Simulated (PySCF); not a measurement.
Two species compared at the same levels of theory.

First species: C₄H₁₃FN₂Si₂.
Numbering: `[NH2:1][Si@@H:2]([SiH3:3])[N:4]1[CH2:5][CH2:6][C@@H:7]([F:8])[CH2:9]1` (hydrogens: H10, H11 on N1; H12 on Si2; H13, H14, H15 on Si3; H16, H17 on C5; H18, H19 on C6; H20 on C7; H21, H22 on C9)

Second species: C4H16N2OSi2.
Atom-mapped SMILES: `[CH3:1][NH:2][Si@@H:3]([NH2:4])[O:5][Si:6]([CH3:7])([CH3:8])[CH3:9]` (hydrogens: H10, H11, H12 on C1; H13 on N2; H14 on Si3; H15, H16 on N4; H17, H18, H19 on C7; H20, H21, H22 on C8; H23, H24, H25 on C9)

Levels: PBE0/pcSseg-1 for HOMO energy, LUMO energy and HOMO–LUMO gap. Geometries: GFN2-xTB. All species are isolated and taken at one optimised geometry, non-relativistic unless stated. Electronic properties by PySCF.

Dipoles, sizes and rotational constants follow the conformer. The torsions of the flexible species, by atom-mapped SMILES:
- `[CH3:1][NH:2][Si@@H:3]([NH2:4])[O:5][Si:6]([CH3:7])([CH3:8])[CH3:9]`: C1–N2–Si3–N4 -173°, N2–Si3–O5–Si6 -74°, Si3–O5–Si6–C7 -127°, H–N4–Si3–N2 175°, H–N4–Si3–N2 41°

The conformers of `N[Si@@H]([SiH3])N1CC[C@@H](F)C1` aren't listed.

```tsv
property	column X	column Y
HOMO energy	-6.67 eV	-6.42 eV
LUMO energy	1.08 eV	0.03 eV
HOMO–LUMO gap	7.75 eV	6.45 eV
```

**Question.** Which column belongs to which species?

**Answer.** Column X is the second species and column Y the first. The first has 22 atoms and 88 electrons, the second 25 and 90.

**Question.** How does each property change from the first species to the second?

**Answer.** HOMO energy -0.25 eV; LUMO energy +1.05 eV; HOMO–LUMO gap +1.30 eV.

